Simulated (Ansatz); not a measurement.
Geometry optimisation, RHF/def2-SVP (Ansatz 0.2.0).

input.yaml

```yaml
crystal:
  periodic: [false, false, false]
  atoms:
    - { symbol: Ge, position_ang: [0.0, 0.0, 0.0] }
    - { symbol: Cl, position_ang: [0.0, 0.0, 2.57] }
    - { symbol: H, position_ang: [1.4616, 0.0, -0.5162] }
    - { symbol: H, position_ang: [-0.73, 1.2648, -0.5162] }
    - { symbol: H, position_ang: [-0.73, -1.2648, -0.5162] }
    - { symbol: O, position_ang: [-1.9644, 0.0, 0.6527] }
    - { symbol: H, position_ang: [-2.5095, -0.6297, 0.0813] }
    - { symbol: H, position_ang: [-1.4056, 0.0, 1.8227] }
basis:
  gaussian: { orbitals: def2-SVP }
hamiltonian:
  xc: hf
relax:
  f_tol: 0.15
  max_steps: 25
  restrain:
    - { distance: [0, 5], at: 1.77, k: 30.0 }
    - { distance: [7, 1], at: 1.37, k: 30.0 }
    - { distance: [0, 1], at: 3.42, k: 30.0 }
    - { distance: [7, 5], at: 2.21, k: 30.0 }
output:
  orbitals: {}
```

Command:

```bash
$ ansatz run input.yaml --threads 1 --pin off --max-ram 2048MiB --backend cpu --events-out ev --progress --plain --runs-dir out
```

Q: Where does it end, and by what steps?

A: The forces met the threshold. The restraints hold the end off the free minimum. After 13 steps the energy has fallen by 3.315 eV (the restraints' own energy left out); H5 moved furthest, 1.42 Å.

```
step  energy less start (eV)  largest force component (eV/Å)  accepted
   0                  0.0000                           2.647       yes
   1                  0.2457                           2.535       yes
   2                  0.0699                           2.415       yes
   3                 -0.7475                           1.551       yes
   4                 -1.6594                           1.520       yes
   5                 -2.3339                           1.465       yes
   6                 -2.8310                           1.516       yes
   7                 -3.0795                           1.526       yes
   8                 -3.1464                           1.407       yes
   9                 -3.1646                           1.707       yes
  10                 -3.1871                           1.873       yes
  11                 -3.2654                           1.505       yes
  12                 -3.3057                           1.256       yes
  13                 -3.3151                           1.186       yes
```

```xyz
8
Properties=species:S:1:pos:R:3
Ge -0.389 -0.146 -0.417
Cl 0.024 0.883 2.829
H 0.852 -0.828 0.146
H -0.243 1.372 -0.478
H -0.705 -0.693 -1.820
O -1.766 -0.593 0.612
H -2.552 -0.874 0.169
H -1.099 0.249 2.537
```

The run took 28 s on 1 thread of Arm Neoverse V1, with other jobs on the host, peak memory 0.17 GiB.
